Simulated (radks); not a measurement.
Q: Valence configurations of Tl I. Method: Dirac Kohn-Sham, PBEsol, spin-unpolarised, spherical densities, finite nucleus; open shells are shared between the two j in proportion to 2j + 1; Fermi nuclear charge, rms radius 5.4759 fm; computed with a radial shooting solver on a logarithmic mesh with Libxc functionals. Order these by energy: [Xe] 4f13 5d10 6s1 6p3; [Hg] 6p1; [Xe] 4f14 5d10 6s1.5 6p1.5; [Xe] 4f14 5d10 6s1 6p2; [Xe] 4f13.5 5d10 6s2 6p1.5; [Xe] 4f13 5d10 6s2 6p2; [Xe] 4f12 5d9 6s2 6p4; [Xe] 4f12 5d10 6s2 6p3; [Xe] 4f14 5d10 6p3; [Xe] 4f14 5d9 6s2 6p2.

A: From the lowest, in eV above it: [Hg] 6p1 0.000; [Xe] 4f14 5d10 6s1.5 6p1.5 3.609; [Xe] 4f14 5d10 6s1 6p2 7.318; [Xe] 4f14 5d9 6s2 6p2 14.561; [Xe] 4f14 5d10 6p3 15.011; [Xe] 4f13.5 5d10 6s2 6p1.5 57.716; [Xe] 4f13 5d10 6s2 6p2 119.74; [Xe] 4f13 5d10 6s1 6p3 128.11; [Xe] 4f12 5d10 6s2 6p3 257.09; [Xe] 4f12 5d9 6s2 6p4 281.19. NIST lists [Hg] 6p1 as the ground configuration; this level of theory agrees among the configurations tried. The energies are those of spherical spin-averaged densities, not of single terms.
